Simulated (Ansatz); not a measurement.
Question: Name a neutral molecule of B, C, F and H with HOMO–LUMO gap (ωB97M-V/def2-TZVPP) between 12.90 and 13.20 eV and HOMO energy (B3LYP/def2-TZVPP) between -8.65 and -8.35 eV (Ansatz, PBE0-D4/def2-TZVP geometry).

Answer: `CB(C)F` (13.01 eV, -8.49 eV). Other molecules can fit too; these were computed, each in one conformer that needn't be the lowest.

B3LYP here is the variant with VWN-RPA as its local correlation; programs differ in this.
